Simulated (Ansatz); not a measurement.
Isolated molecules relaxed with PBE0-D4/def2-TZVP in Ansatz; ΔE leaves out vibrations. CCSD(T)/CBS adds triple-zeta CCSD(T) − MP2 to the extrapolated MP2 energy (def2 sets, frozen cores). DFT in def2-TZVPP. For Se outer-core shells are correlated without core-valence functions, which leaves a few kJ/mol of doubt a bond. Scalar relativity is left out up to krypton. One conformer a species, not always the lowest.

`CC[Se]C=N` + `C[SiH2]N` → `CC[Se]C` + `N=C[SiH2]N`  (redistribution)

`CC[Se]C=N`:

Cartesian coordinates in Å:
```
C 0.646 -1.599 0.188
C -0.562 -0.970 -0.470
Se -1.314 0.528 0.533
C -0.037 1.841 -0.008
N 0.076 3.026 0.394
H 1.008 -2.442 -0.408
H 1.464 -0.882 0.287
H 0.404 -1.966 1.187
H -1.386 -1.679 -0.566
H -0.340 -0.597 -1.472
H 0.647 1.468 -0.776
H -0.605 3.273 1.112
```

`C[SiH2]N`:

Cartesian coordinates in Å:
```
C 0.528 1.175 -0.546
Si -0.315 -0.026 0.616
N -0.405 -1.662 0.090
H 0.532 2.182 -0.119
H 0.014 1.220 -1.509
H 1.566 0.884 -0.730
H -1.713 0.437 0.835
H 0.425 -0.027 1.908
H -1.044 -1.933 -0.640
H 0.412 -2.249 0.094
```

`CC[Se]C`:

Z-matrix (Å, degrees):
```
C
C 1 1.514
H 1 1.092 2 111.3
H 1 1.092 2 111.3 3 120.5
H 1 1.093 2 110.4 3 -119.8
Se 2 1.952 1 110.2 3 -60.3
H 2 1.092 1 111.2 3 59.2
H 2 1.092 1 111.2 3 -179.8
C 6 1.940 2 97.1 1 179.7
H 9 1.090 6 110.4 2 61.1
H 9 1.089 6 107.1 2 179.9
H 9 1.089 6 110.4 2 -61.2
```

`N=C[SiH2]N`:

```xyz
10

N     0.381    1.668    0.712
C     1.003    0.581    0.497
Si    0.087   -0.878   -0.291
N    -1.562   -0.596   -0.661
H     0.987    2.372    1.140
H     2.068    0.462    0.760
H     0.184   -2.013    0.665
H     0.813   -1.219   -1.544
H    -2.193   -0.449    0.112
H    -1.768    0.071   -1.390
```

(1) Is it downhill or uphill in electronic energy at CCSD(T)/CBS, and by how much? (Estimate.)

(2) What do these levels give: PBE-D4, B2PLYP, HF/def2-TZVPP, MP2/def2-TZVPP, CCSD/def2-TZVPP, MP2/CBS(def2)? (Best estimate.)

Largest T1 diagnostic among the species: 0.012.

## Answers

(1) Computed: Uphill: ΔE = +39.3 kJ/mol.

(2) Ansatz gave: PBE-D4 52.5, B2PLYP 43.2, HF/def2-TZVPP 26.6, MP2/def2-TZVPP 44.1, CCSD/def2-TZVPP 35.6, MP2/CBS(def2) 44.6 kJ/mol.

From PBE to PBE0 (25 % exact exchange), in def2-TZVPP and without D4, ΔE moves by −6.0 kJ/mol. In def2-TZVPP, CCSD(T) changes the Hartree–Fock value by +12.2 kJ/mol (the triples alone add +3.2 kJ/mol) and MP2 by +17.5 kJ/mol.
